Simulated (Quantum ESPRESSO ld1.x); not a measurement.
Results of a calculation; reference values are marked as such.
Problem. The mean radii <r> (bohr) of the occupied orbitals of an atom or ion are listed with their occupations. Level of theory: Dirac Kohn-Sham, revPBE, spin-unpolarised, spherical densities, point nucleus (ld1.x of Quantum ESPRESSO 7.5).

orbital  occ.      <r>
1s1/2       2  0.04859
2s1/2       2   0.2176
2p1/2       2   0.1883
2p3/2       4   0.1918
3s1/2       2   0.6474
3p1/2       2   0.6650
3p3/2       4   0.6753
3d3/2       4   0.7580
3d5/2       5   0.7628
4s1/2       2    2.010
5s1/2       1    5.264

Name the element and its charge. Open shells, if any, fill j = l - 1/2 first.

Solution. Z = 31, gallium, charge +1: Ga+ in [Ar] 3d9 4s2 5s1. The 1s radius gives Z: for a bare nucleus <r> = (2 gamma + 1)/(2Z) with gamma = sqrt(1 - (Z/c)^2), 0.04755 bohr for Z = 31, and screening makes it slightly larger (0.04859 here). The occupations add up to 30, and the charge is Z minus that.
